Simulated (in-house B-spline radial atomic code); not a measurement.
Configurations of Sr²⁺, with energies counted from [Ar] 3d10 4s2 4p6. Computed with an all-electron radial atomic-structure program (B-spline basis): scalar-relativistic (X2C) PBE, spin-polarised, spherical fractional occupations, Fermi nucleus of rms radius 4.224 fm. Shells without spins written out take the highest spin.

Occupations are held fixed; configurations that lie above the ionisation limit could autoionise.

```csv
configuration,E - E(ref) (eV),highest orbital,its <r> (bohr)
"[Ar] 3d10 4s2 4p(3 up, 2 down) 5p(1 up, 0 down)",27.821,5p up,3.941
[Ar] 3d10 4s1 4p6 5s1,42.481,5s up,3.329
[Ar] 3d9 4s2 4p6 4d1,136.55,4d up,2.186
"[Ar] 3d(4 up, 5 down) 4s2 4p6 4d(1 up, 0 down)",136.62,4d up,2.195
[Ar] 3d9 4s2 4p6 5p1,141.95,5p up,3.868
[Ar] 3d9 4s2 4p6 5d1,147.28,5d up,5.365
```

Task: Order these further configurations by energy, lowest first.
A. [Ar] 3d10 4s2 4p(3 up, 2 down) 5d(1 up, 0 down)
B. [Ar] 3d(5 up, 4 down) 4s2 4p6 5p(0 up, 1 down)
C. [Ar] 3d10 4s1 4p6 5d1
D. [Ne] 3s2 3p5 3d10 4s2 4p6 5f1
E. [Ne] 3s2 3p5 3d10 4s2 4p6 5s1

Result: A (33.071 eV), C (51.865 eV), B (141.97 eV), E (265.63 eV), D (279.62 eV).

Task: How far above the reference does [Ne] 3s2 3p5 3d10 4s2 4p6 5p1 lie?

Result: 269.78 eV; its least bound orbital is 5p up with <r> = 3.868 bohr.

Task: How far above the reference does [Ar] 3d10 4s1 4p6 5p1 lie?

Result: 46.597 eV; its least bound orbital is 5p up with <r> = 3.921 bohr.
